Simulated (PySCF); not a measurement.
HMoO: from structure and modes to constants

Method: PySCF, UPBE0, basis Mo def2-TZVP with ECP28, O def2-TZVP, H def2-TZVP (scalar-relativistic core potentials, no spin–orbit coupling, density fitting).

The quartet minimum has Cs symmetry. Masses (u): Mo 97.90541, O 15.99492, H 1.00782.

```xyz
3
charge 0 multiplicity 4, angstrom
Mo    0.1844    0.0000   -0.1286
O    -1.2359    0.0000    0.7376
H     1.6945    0.0000    0.7272
```

Harmonic wavenumbers (cm⁻¹): 569.8 (a', ×1), 1025.2 (a', ×1), 1820.0 (a', ×1).

(1) Find the principal moments of inertia and the rotational constants. What kind of rotor is it?

(2) What is the harmonic zero-point energy?

(3) Find the vibrational entropy and heat capacity at 298.15 K.

(4) Give the standard entropy (298.15 K, 1 bar) by its translational, rotational, vibrational and spin parts, and Cp.

Results:

(1) About the centre of mass I = 2.2265, 39.282, 41.508 u Å². With B = 16.8576/I this gives 7.571, 0.4291, 0.4061 cm⁻¹. The molecule is an asymmetric top with κ = -0.99.

(2) Half the sum of all 3 wavenumbers, 3415/2 = 1707 cm⁻¹, which is 20.4 kJ/mol (1 cm⁻¹ = 0.0119627 kJ/mol).

(3) With u = 1.43878 ω/T, each mode gives S = R[u/(eᵘ−1) − ln(1−e⁻ᵘ)] and C = R u² eᵘ/(eᵘ−1)².
```tsv
ω (cm⁻¹)	u	S (J/(mol K))	C (J/(mol K))
569.8	2.749	2.11	4.59
1025.2	4.947	0.35	1.47
1820.0	8.783	0.01	0.10
```
The sums over all modes are S = 2.5 and C = 6.2 J/(mol K); the softest mode gives 85 % of the entropy.

(4) Sackur–Tetrode with M = 114.91 u gives 168.0; rotation with symmetry number 1 gives 82.6; vibration 2.5; spin R ln 4 = 11.5. The total is 264.6 J/(mol K), and Cp = 4 R + 6.2 = 39.4 J/(mol K).

Other isomers or separated fragments may lie lower. Other spin states or occupations of the open shell can lie lower.
